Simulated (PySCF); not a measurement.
# Relaxation of singlet VO2(OH)

Computed with PBE0 in PySCF with V def2-TZVP, O def2-TZVP, H def2-TZVP; no relativity; density-fitted integrals. A (50,194) grid was used.

A hand-made trigonal planar (heavy-atom frame) start, of Cs symmetry, held to at least that symmetry:

Coordinates in bohr (charge 0 multiplicity 1):
```
V     0.0791    0.1090    0.0000
O     3.2728    0.1090    0.0000
O    -1.5177    2.8748    0.0000
O    -1.7822   -3.1150    0.0000
H    -3.5688   -3.4300    0.0000
```

What forces act on the atoms at the start (eV/Å)?


```
atom     Fx     Fy    Fz
  V1  -0.03   0.76  0.00
  O2  -5.00   0.37  0.00
  O3   2.97  -4.20  0.00
  O4   2.11   2.74  0.00
  H5  -0.05   0.33  0.00
```

What does it relax to?

It ends at Cs with O–H 0.961 Å, V–O 1.578 Å (×2), V–O 1.788 Å; H–O–V 125.9°, O–V–O 114.2°, O–V–O 121.4°, O–V–O 124.4° (after a last refinement on a finer grid). A frequency run shows 1 imaginary mode, down to 109i cm⁻¹, so it is a saddle point. Other isomers or separated fragments may lie lower.

How much energy is released, and in how many steps?

103.7 kJ/mol in 8 steps.

The relaxation took roughly 2.7 core-minutes on a shared host.
